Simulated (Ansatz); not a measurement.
A CCSD(T) single point on CH8SeSi2 (`C[SiH]([SiH3])[SeH]`).

```yaml
crystal:
  periodic: [false, false, false]
  atoms:
    - {symbol: C, position_ang: [-0.830820, 1.614151, -0.488780]}
    - {symbol: Si, position_ang: [-0.624034, -0.131587, 0.152467]}
    - {symbol: Si, position_ang: [1.584751, -0.627263, 0.736741]}
    - {symbol: Se, position_ang: [-1.243311, -1.510600, -1.573460]}
    - {symbol: H, position_ang: [-1.864678, 1.794764, -0.791306]}
    - {symbol: H, position_ang: [-0.573273, 2.334028, 0.291885]}
    - {symbol: H, position_ang: [-0.181451, 1.792606, -1.348131]}
    - {symbol: H, position_ang: [-1.521250, -0.354329, 1.321398]}
    - {symbol: H, position_ang: [2.031941, 0.163615, 1.918174]}
    - {symbol: H, position_ang: [2.484100, -0.322616, -0.408523]}
    - {symbol: H, position_ang: [1.702045, -2.073899, 1.066813]}
    - {symbol: H, position_ang: [-0.887220, -2.734072, -0.843276]}
basis:
  gaussian: {orbitals: def2-TZVPP}
correlation: {method: ccsd_t}
```

```sh
$ ansatz run in.yaml --threads 4 --pin off --events-out ev --progress --plain --max-ram 10444MiB
```

Log, shortened:

```
Functional definition: HF
1597 factors; integrals over basis functions are off by at most 9.8e-4 eV
mean field evaluation 1: about -82183.7105 eV, gradient 2.8e1 eV
mean field evaluation 2: about -82183.9636 eV, gradient 2.8e1 eV
mean field evaluation 4: about -82186.6727 eV, gradient 3.3e0 eV
mean field evaluation 8: about -82186.7291 eV, gradient 1.8e-1 eV
mean field evaluation 16: about -82186.7293 eV, gradient 1.7e-6 eV
mean field -82186.72926933 eV, -3020.3065924821 hartree, gradient 1.7e-6 eV, S^2 0.000000; 0 other end points of the search recorded, 0 dependent functions left out
20 core orbitals not correlated: weight in the atoms' cores, before any rotation towards them, 1.000 or more for the frozen orbitals, at most 0.000 for the correlated occupied ones
reference -82186.72926933 eV, -3020.3065924821 hartree; 18, 18 occupied and 237, 237 virtual orbitals, 1597 factors
second order -19.29047061 eV of doubles, -0.00000000 eV of singles
cycle   1  -20.24049610 eV  change   -9.5e-1 eV  update   9.9e-2
cycle   2  -20.84599035 eV  change   -6.1e-1 eV  update   3.0e-2
cycle   3  -20.90243544 eV  change   -5.6e-2 eV  update   1.2e-2
cycle   4  -20.89446474 eV  change    8.0e-3 eV  update   3.3e-3
cycle   5  -20.89424243 eV  change    2.2e-4 eV  update   1.2e-3
cycle   6  -20.89373077 eV  change    5.1e-4 eV  update   3.4e-4
cycle   7  -20.89364568 eV  change    8.5e-5 eV  update   1.0e-4
cycle   8  -20.89369423 eV  change   -4.9e-5 eV  update   3.5e-5
cycle   9  -20.89369765 eV  change   -3.4e-6 eV  update   1.2e-5
perturbative correction -0.78242279 eV, -0.0287535071 hartree
Total energy: -82208.40538977 eV, -3021.1031752156 hartree
```

Hardware: 4 threads of an Arm Neoverse V1 on a shared host. Wall time 5.2 min, peak host memory 7 GiB.

Correlation energy per correlated electron: -0.602 eV. T1 diagnostic: 0.0104.
